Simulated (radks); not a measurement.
The numbers below are computed, except where a source is named.
Task: Isoelectronic series with 38 electrons, all held in the configuration [Kr] 5s2, which need not be the ground one along the series. Level of theory: Dirac Kohn-Sham, PBE, spin-unpolarised, spherical densities, finite nucleus; Fermi nuclear charge, rms radius of each element as measured or else 0.836 A^(1/3) + 0.57 fm (a radial shooting solver on a logarithmic mesh with Libxc functionals). Total energies (hartree) and orbital eigenvalues (hartree):

ion,E (hartree),5s1/2,4p3/2,4p1/2
Sr,-3179.76593,-0.12957,-0.82478,-0.86741
Nb3+,-3817.91901,-1.06707,-2.64003,-2.72518
Ru6+,-4521.07224,-2.49191,-5.15953,-5.30745
Ag9+,-5289.92608,-4.34538,-8.30995,-8.54582
I15+,-7028.63196,-9.27861,-16.42105,-16.93209
Ba18+,-8000.8560,-12.35067,-21.36585,-22.07816
Pr21+,-9043.5112,-15.82756,-26.89968,-27.86667
Sm24+,-10158.1577,-19.71285,-33.02225,-34.30689
Tb27+,-11346.6543,-24.01179,-39.73442,-41.41053
Er30+,-12610.8613,-28.73072,-47.03799,-49.19161

Estimate the row of Sn12+.

Result: E (hartree) -6125.41015; 5s1/2 -6.60975; 4p3/2 -12.06738; 4p1/2 -12.42210.
